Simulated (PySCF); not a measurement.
Excitation energy of Nb⁺ by level of theory

Nb⁺ [Kr] 4d4 (5D) → Nb⁺ [Kr] 4d3 5s1 (5F), as a difference of total energies. Computed with PySCF 2.14 in aug-cc-pVTZ-PP with ECP28MDF (6s6p5d3f2g, 88 functions), with scalar relativity through the core potential. Correlated levels: valence: 4s2 4p6 frozen. The calculations carry no spin-orbit coupling.

| method | excitation energy (cm⁻¹) |
| --- | --- |
| UHF | 460.42 |
| MP2 (valence) | 1995.5 |
| SCS-MP2 (valence) | 972.11 |
| CCSD (valence) | 2031.7 |
| CCSD(T) (valence) | 2063.0 |

Errors of the correlated levels include the incompleteness of this basis and the frozen core.

For comparison: 2625.5 cm⁻¹ (measured; NIST levels, between the centres of gravity of the two terms).
